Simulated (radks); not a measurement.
The mean radii <r> (bohr) of the occupied orbitals of an atom or ion are listed with their occupations. All-electron calculation, scalar-relativistic Kohn-Sham, Wu-Cohen GGA, spin-polarised, spherical densities, finite nucleus; Fermi nuclear charge, rms radius of each element as measured or else 0.836 A^(1/3) + 0.57 fm. Program: a radial shooting solver on a logarithmic mesh with Libxc functionals.

| orbital | occ. | <r> |
|---|---|---|
| 1s down | 1 | 0.02074 |
| 1s up | 1 | 0.02074 |
| 2s up | 1 | 0.08811 |
| 2s down | 1 | 0.08811 |
| 2p up | 3 | 0.07806 |
| 2p down | 3 | 0.07806 |
| 3s up | 1 | 0.2300 |
| 3s down | 1 | 0.2299 |
| 3p up | 3 | 0.2289 |
| 3p down | 3 | 0.2288 |
| 3d up | 5 | 0.2079 |
| 3d down | 5 | 0.2078 |
| 4s up | 1 | 0.5189 |
| 4s down | 1 | 0.5190 |
| 4p up | 3 | 0.5502 |
| 4p down | 3 | 0.5503 |
| 4d up | 5 | 0.5965 |
| 4d down | 5 | 0.5970 |
| 5s up | 1 | 1.272 |
| 5s down | 1 | 1.280 |
| 5p up | 3 | 1.502 |
| 5p down | 3 | 1.516 |
| 4f up | 7 | 0.8315 |
| 4f down | 4 | 0.8576 |

Name the element and its charge. Open shells, if any, are filled with parallel spins first.

Answer. Z = 67, holmium, charge +2: Ho2+ in [Xe] 4f11. The 1s radius gives Z: for a bare nucleus <r> = (2 gamma + 1)/(2Z) with gamma = sqrt(1 - (Z/c)^2), 0.02048 bohr for Z = 67, and screening makes it slightly larger (0.02074 here). The occupations add up to 65, and the charge is Z minus that.
